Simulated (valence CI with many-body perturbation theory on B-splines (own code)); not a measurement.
**E1 transitions of Os63+**

Calculated by configuration interaction combined with many-body perturbation theory (CI+MBPT): three valence electrons over a frozen Dirac-Fock core [Ne], a basis of 11 s, 11 p, 10 d, 8 f, 5 g, 2 h functions for each j, with the one-electron correlation potential Σ1, the two-electron term Σ2, the three-electron term Σ3, Breit, model QED; selected CI, second order for the rest, scaled by the run's own slope (own B-spline code, finite nucleus).

The last digits are not significant, and no measured levels were compared; by estimate large intervals hold to a few tenths of a per cent, small ones and those within an open d or f shell to about a per cent.

Lines 201 to 250 of 591 in falling wavelength, among levels below 257.57 Ry, chosen from the strongest by gf and those to the six lowest levels. Wavelengths and rates use the calculated energies. Electric multipoles are in the length gauge, E1 and E2 with the static RPA response of the core. Weak lines are less certain than strong ones. Lines between different terms over intervals too small for the method are left out, as are lines whose strength nearly cancels. The highest levels of a list are the least certain.

Levels are named by their leading jj configuration (3d3/2^4 stands for four electrons in 3d with j = 3/2), which in mixed levels can hold well under half, so a name can repeat and another be missing. Letters in brackets count levels of one name in rising energy.

| λ vac (nm) | Upper | Lower | A (s⁻¹) | log gf | Branch % |
| --- | --- | --- | --- | --- | --- |
| 3.698 | (3p3/2 3d3/2 3d5/2) J=3/2 [b] | (3p3/2^2 3d3/2) J=3/2 [a] | 2.22e+11 | -0.74 | 4.5 |
| 3.696 | (3p3/2 3d3/2 3d5/2) J=3/2 [c] | (3p3/2^2 3d3/2) J=1/2 | 1.85e+11 | -0.82 | 3.9 |
| 3.686 | (3s 3p1/2 3d5/2) J=5/2 [b] | (3s 3p1/2 3p3/2) J=5/2 | 7.73e+10 | -1.02 | 26.9 |
| 3.683 | (3s 3d3/2 3d5/2) J=9/2 | (3s 3p3/2 3d3/2) J=7/2 | 3.70e+11 | -0.12 | 11.8 |
| 3.678 | (3d5/2^3) J=9/2 | (3p3/2 3d5/2^2) J=11/2 | 4.44e+10 | -1.05 | 5.2 |
| 3.677 | (3d3/2 3d5/2^2) J=9/2 | (3p3/2 3d3/2 3d5/2) J=9/2 [a] | 1.74e+11 | -0.45 | 7.3 |
| 3.656 | (3s 3d5/2^2) J=5/2 | (3s 3p3/2 3d5/2) J=5/2 [a] | 4.49e+11 | -0.27 | 52.9 |
| 3.651 | (3d3/2 3d5/2^2) J=5/2 [b] | (3p3/2 3d3/2 3d5/2) J=5/2 [b] | 1.51e+11 | -0.74 | 6.0 |
| 3.634 | (3s 3p1/2 3d5/2) J=3/2 | (3s 3p1/2 3p3/2) J=5/2 | 2.01e+10 | -1.80 | 2.8 |
| 3.631 | (3s 3d5/2^2) J=3/2 | (3s 3p3/2 3d5/2) J=3/2 [a] | 2.46e+11 | -0.71 | 23.3 |
| 3.608 | (3d5/2^3) J=3/2 | (3p3/2 3d5/2^2) J=5/2 [a] | 2.87e+11 | -0.65 | 27.7 |
| 3.597 | (3s 3d3/2 3d5/2) J=7/2 [b] | (3s 3p3/2 3d3/2) J=7/2 | 6.95e+10 | -0.97 | 2.7 |
| 3.574 | (3s 3d3/2 3d5/2) J=5/2 [b] | (3s 3p3/2 3d3/2) J=5/2 [a] | 8.74e+10 | -1.00 | 2.2 |
| 3.569 | (3s 3d5/2^2) J=9/2 | (3s 3p3/2 3d5/2) J=9/2 | 2.02e+11 | -0.41 | 27.8 |
| 3.553 | (3s 3p3/2 3d5/2) J=7/2 [b] | (3s 3p3/2^2) J=5/2 | 2.56e+11 | -0.41 | 8.5 |
| 3.519 | (3p3/2 3d5/2^2) J=7/2 [b] | (3p3/2^2 3d5/2) J=7/2 | 2.66e+11 | -0.40 | 8.7 |
| 3.505 | (3d5/2^3) J=5/2 | (3p3/2 3d5/2^2) J=7/2 [a] | 1.16e+11 | -0.89 | 10.7 |
| 3.490 | (3s 3p1/2 3d5/2) J=5/2 [b] | (3s 3p1/2 3p3/2) J=3/2 [a] | 5.93e+09 | -2.19 | 2.1 |
| 3.469 | (3p3/2 3d5/2^2) J=3/2 [b] | (3p3/2^2 3d5/2) J=1/2 | 1.72e+11 | -0.91 | 5.2 |
| 3.443 | (3s 3p1/2 3d5/2) J=3/2 | (3s 3p1/2 3p3/2) J=3/2 [a] | 5.18e+10 | -1.43 | 7.1 |
| 2.286 | (3p3/2^2 3d5/2) J=7/2 | (3s 3p3/2 3d5/2) J=5/2 [b] | 6.67e+11 | -0.38 | 14.5 |
| 2.239 | (3p3/2 3d3/2 3d5/2) J=7/2 [a] | (3s 3d3/2 3d5/2) J=7/2 [b] | 2.35e+11 | -0.85 | 5.5 |
| 2.231 | (3p3/2 3d5/2^2) J=5/2 [a] | (3s 3d5/2^2) J=3/2 | 7.11e+11 | -0.50 | 26.9 |
| 2.228 | (3s 3p1/2 3p3/2) J=3/2 [a] | (3s^2 3p1/2) J=1/2 | 1.53e+10 | -2.34 | 85.9 |
| 2.218 | (3p3/2^2 3d5/2) J=1/2 | (3s 3p3/2 3d5/2) J=3/2 [b] | 1.23e+12 | -0.74 | 24.2 |
| 2.206 | (3p3/2 3d5/2^2) J=5/2 [a] | (3s 3d5/2^2) J=7/2 | 6.21e+11 | -0.57 | 23.5 |
| 2.203 | (3s 3p3/2 3d5/2) J=5/2 [a] | (3s^2 3d5/2) J=5/2 | 4.84e+11 | -0.68 | 53.4 |
| 2.202 | (3p3/2 3d3/2 3d5/2) J=3/2 [a] | (3s 3d3/2 3d5/2) J=3/2 [b] | 5.50e+11 | -0.80 | 11.7 |
| 2.200 | (3p3/2^2 3d3/2) J=1/2 | (3s 3p3/2 3d3/2) J=1/2 [b] | 1.64e+12 | -0.62 | 23.6 |
| 2.199 | (3p3/2 3d5/2^2) J=7/2 [a] | (3s 3d5/2^2) J=7/2 | 4.06e+11 | -0.63 | 16.7 |
| 2.195 | (3p3/2^2 3d5/2) J=9/2 | (3s 3p3/2 3d5/2) J=7/2 [b] | 2.34e+12 | 0.23 | 53.7 |
| 2.193 | (3p3/2^2 3d5/2) J=7/2 | (3s 3p3/2 3d5/2) J=7/2 [b] | 5.04e+11 | -0.54 | 10.9 |
| 2.187 | (3p3/2 3d5/2^2) J=9/2 | (3s 3d5/2^2) J=7/2 | 6.89e+11 | -0.31 | 26.0 |
| 2.181 | (3s 3p3/2^2) J=5/2 | (3s^2 3p3/2) J=3/2 | 8.61e+11 | -0.43 | 99.9 |
| 2.179 | (3p3/2 3d3/2 3d5/2) J=5/2 [b] | (3s 3d3/2 3d5/2) J=5/2 [b] | 9.82e+11 | -0.38 | 21.6 |
| 2.174 | (3p1/2 3p3/2 3d5/2) J=3/2 [a] | (3s 3p1/2 3d5/2) J=3/2 | 1.02e+12 | -0.54 | 51.5 |
| 2.173 | (3p3/2 3d5/2^2) J=5/2 [a] | (3s 3d5/2^2) J=5/2 | 8.41e+11 | -0.45 | 31.8 |
| 2.170 | (3p3/2^2 3d3/2) J=7/2 | (3s 3p3/2 3d3/2) J=5/2 [b] | 3.39e+12 | 0.28 | 53.5 |
| 2.169 | (3s 3p3/2 3d5/2) J=7/2 [a] | (3s^2 3d5/2) J=5/2 | 1.50e+11 | -1.07 | 25.0 |
| 2.169 | (3p1/2 3p3/2^2) J=3/2 | (3s 3p1/2 3p3/2) J=1/2 | 1.48e+12 | -0.38 | 37.5 |
| 2.166 | (3p3/2 3d3/2 3d5/2) J=11/2 | (3s 3d3/2 3d5/2) J=9/2 | 2.79e+12 | 0.37 | 79.9 |
| 2.166 | (3p3/2 3d5/2^2) J=7/2 [a] | (3s 3d5/2^2) J=5/2 | 1.54e+12 | -0.06 | 63.3 |
| 2.165 | (3p3/2^2 3d3/2) J=3/2 [a] | (3s 3p3/2 3d3/2) J=3/2 [b] | 1.04e+12 | -0.53 | 15.2 |
| 2.163 | (3p3/2 3d3/2 3d5/2) J=9/2 [a] | (3s 3d3/2 3d5/2) J=7/2 [a] | 1.65e+12 | 0.06 | 41.3 |
| 2.161 | (3p3/2 3d3/2 3d5/2) J=7/2 [b] | (3s 3d3/2 3d5/2) J=7/2 [b] | 1.09e+12 | -0.22 | 26.0 |
| 2.161 | (3p3/2 3d5/2^2) J=11/2 | (3s 3d5/2^2) J=9/2 | 1.94e+12 | 0.21 | 90.4 |
| 2.160 | (3p3/2 3d3/2 3d5/2) J=7/2 [b] | (3s 3d3/2 3d5/2) J=5/2 [b] | 1.27e+12 | -0.15 | 30.3 |
| 2.155 | (3s 3p3/2 3d5/2) J=3/2 [a] | (3s^2 3d5/2) J=5/2 | 3.06e+11 | -1.07 | 32.6 |
| 2.155 | (3p1/2^2 3d3/2) J=3/2 | (3s^2 3p3/2) J=3/2 | 9.36e+09 | -2.58 | 5.4 |
| 2.152 | (3p3/2 3d5/2^2) J=3/2 [a] | (3s 3d5/2^2) J=1/2 | 1.20e+12 | -0.48 | 44.0 |

(1) How does gf follow from A for the line at 2.181 nm?

## Answers

(1) gf = 1.4992 × (2J+1)_upper × A / σ², with σ = 4585912 cm⁻¹ and 2J+1 = 6: gf = 0.368.
